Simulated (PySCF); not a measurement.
**Nickel: a sound run and one with changed settings**

Sound run: Ni [Ar] 3d8 4s2, Ni⁺ [Ar] 3d9. Computed with PySCF 2.14 in x2c-TZVPall (6s5p4d1f, 48 functions), with scalar relativity by spin-free X2C-1e. In the sound run the correlated levels freeze [Ar]. The sound run starts from symmetry-adapted Hartree-Fock orbitals and uses a fine grid where one is needed.

Changed run: all electrons correlated in a basis built for the valence shell.

```json
{"species": "Ni", "method": "MP2", "sound run (hartree)": "-1519.35057", "changed run (hartree)": "-1519.63730", "converged": "yes"}
{"species": "Ni⁺", "method": "MP2", "sound run (hartree)": "-1519.09365", "changed run (hartree)": "-1519.39721", "converged": "yes"}
```

Ionisation energy of Ni:

```tsv
method	sound run (eV)	changed run (eV)
UHF	8.209	8.209
MP2	6.991	6.533
SCS-MP2	7.220	6.864
```

A valence basis has no tight correlating functions, so it recovers only part of the core correlation, and not evenly between atom and ion.

For comparison, NIST gives 7.640 eV between the lowest levels.
